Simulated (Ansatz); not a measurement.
`O=C=[N][Hf]([Cl])([Cl])[Cl]` + H₂Se → `[Cl][Hf]([Cl])([Cl])[SeH]` + `N=C=O` at 298.15 K and 1 bar (ligand exchange at the Hf–N bond).

Gas-phase electronic energies from Ansatz, PBE0-D4/def2-TZVP geometries. CCSD(T)/CBS is the MP2 limit (def2-TZVPP, def2-QZVPP) plus CCSD(T) − MP2 in def2-TZVPP, frozen cores. This one scheme is used for every species. Elements past krypton have def2 core potentials. For Hf, Se outer-core shells are correlated without core-valence functions, which leaves a few kJ/mol of doubt a bond. Scalar relativity is left out up to krypton. Each species was taken in one conformer, which may not be the lowest.

| species | CCSD(T)/CBS energy (Eh) | H − E (kJ/mol) | S (J/(mol·K)) |
| --- | --- | --- | --- |
| `O=C=[N][Hf]([Cl])([Cl])[Cl]` | -1595.45776 | 71.9 | 431.6 |
| H₂Se | -2401.89790 | 45.8 | 219.1 |
| `[Cl][Hf]([Cl])([Cl])[SeH]` | -3828.82210 | 55.0 | 428.7 |
| `N=C=O` | -168.51995 | 67.5 | 238.3 |

H − E and S are ideal-gas, rigid-rotor, harmonic terms from PBE0-D4/def2-TZVP, for one conformer and one mirror image of each species. 1 Eh = 2625.50 kJ/mol, R = 8.31446 J/(mol·K).

Problem. By hand: ΔE, ΔH, ΔS and ΔG.

Solution. ΔE = (-3828.82210) + (-168.51995) − (-1595.45776) − (-2401.89790) = 0.01361 Eh = 35.7 kJ/mol. Δ(H − E) = 55.0 + 67.5 − 71.9 − 45.8 = 4.8, so ΔH = 40.5 kJ/mol. ΔS = 428.7 + 238.3 − 431.6 − 219.1 = 16.3 J/(mol·K). ΔG = 40.5 − 298.15 × (16.3)/1000 = 35.6 kJ/mol.

Problem. By hand: the equilibrium constant, and the temperature at which ΔG would vanish if ΔH and ΔS stayed fixed.

Solution. log₁₀ K = −ΔG/(RT ln 10) = -6.2. ΔG = 0 at ΔH/ΔS = 2485 K, though so small a ΔS makes that figure unsure.

ΔH outweighs TΔS. A doubt of 5 kJ/mol in ΔE shifts log₁₀ K by 0.9 here. Other conformers and mirror images would add mixing entropy, several J/(mol·K) or more a flexible species. Modes under 60 cm⁻¹, often nearly free rotors, make the harmonic entropy too high. These are equilibria of isolated gas molecules and say nothing of rates. Largest T1 diagnostic: 0.018 (customary marks: 0.02 for closed shells, 0.045 for open ones).
